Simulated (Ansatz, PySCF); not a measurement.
Si(H)2(OH)(OSiH3) (H₆O₂Si₂), SMILES [SiH2](O)O[SiH3]. Atoms are numbered in the order given.

```xyz
10

Si     1.1275     0.2129    -0.5745
O      1.9917    -0.0419     0.8161
O     -0.4366    -0.3083    -0.4306
Si    -1.8712    -0.0124     0.3503
H      1.7080    -0.5414    -1.7194
H      1.1576     1.6824    -0.7875
H      2.1829    -0.9540     1.0527
H     -2.0382     1.4523     0.5979
H     -1.9033    -0.7345     1.6568
H     -2.9863    -0.5012    -0.5085
```

Geometry: PBE0-D3(BJ)/def2-SVP. Other conformers were not sampled.

Two levels are set side by side: PBE-D3(BJ)/def2-SVP (Ansatz, a first-principles code) and PBE0-D3(BJ)/def2-SVP (Ansatz). Each level has its own optimised geometry; the coordinates shown are those of the second. Frequencies come from the Hessian of PySCF at each geometry. Differences are taken from unrounded values.

```csv
quantity,PBE0-D3(BJ)
mean bond length (Å),1.487
bond Si1–O2 (Å),1.657
bond Si1–O3 (Å),1.655
bond O3–Si4 (Å),1.660
bond Si1–H5 (Å),1.489
bond Si1–H6 (Å),1.485
bond O2–H7 (Å),0.962
bond Si4–H8 (Å),1.495
bond Si4–H9 (Å),1.493
bond Si4–H10 (Å),1.490
highest harmonic wavenumber (cm⁻¹),3934
mean harmonic wavenumber (cm⁻¹),1131
zero-point energy (kcal/mol),38.79
```

### Question
What does PBE-D3(BJ) give, and how far is it from PBE0-D3(BJ)? (The exact figures need the calculation; the answer reports its results.)

### Answer

```json
[
 {"quantity": "mean bond length (Å)", "PBE-D3(BJ)": "1.501", "PBE-D3(BJ) minus PBE0-D3(BJ)": "0.013"},
 {"quantity": "bond Si1–O2 (Å)", "PBE-D3(BJ)": "1.674", "PBE-D3(BJ) minus PBE0-D3(BJ)": "0.017"},
 {"quantity": "bond Si1–O3 (Å)", "PBE-D3(BJ)": "1.673", "PBE-D3(BJ) minus PBE0-D3(BJ)": "0.018"},
 {"quantity": "bond O3–Si4 (Å)", "PBE-D3(BJ)": "1.678", "PBE-D3(BJ) minus PBE0-D3(BJ)": "0.018"},
 {"quantity": "bond Si1–H5 (Å)", "PBE-D3(BJ)": "1.500", "PBE-D3(BJ) minus PBE0-D3(BJ)": "0.012"},
 {"quantity": "bond Si1–H6 (Å)", "PBE-D3(BJ)": "1.497", "PBE-D3(BJ) minus PBE0-D3(BJ)": "0.011"},
 {"quantity": "bond O2–H7 (Å)", "PBE-D3(BJ)": "0.973", "PBE-D3(BJ) minus PBE0-D3(BJ)": "0.012"},
 {"quantity": "bond Si4–H8 (Å)", "PBE-D3(BJ)": "1.506", "PBE-D3(BJ) minus PBE0-D3(BJ)": "0.012"},
 {"quantity": "bond Si4–H9 (Å)", "PBE-D3(BJ)": "1.504", "PBE-D3(BJ) minus PBE0-D3(BJ)": "0.011"},
 {"quantity": "bond Si4–H10 (Å)", "PBE-D3(BJ)": "1.501", "PBE-D3(BJ) minus PBE0-D3(BJ)": "0.011"},
 {"quantity": "highest harmonic wavenumber (cm⁻¹)", "PBE-D3(BJ)": "3764", "PBE-D3(BJ) minus PBE0-D3(BJ)": "-171"},
 {"quantity": "mean harmonic wavenumber (cm⁻¹)", "PBE-D3(BJ)": "1091", "PBE-D3(BJ) minus PBE0-D3(BJ)": "-39"},
 {"quantity": "zero-point energy (kcal/mol)", "PBE-D3(BJ)": "37.45", "PBE-D3(BJ) minus PBE0-D3(BJ)": "-1.34"}
]
```

Exact exchange shortens and stiffens bonds; PBE has none. Differences between two approximate levels are no errors against the true value.
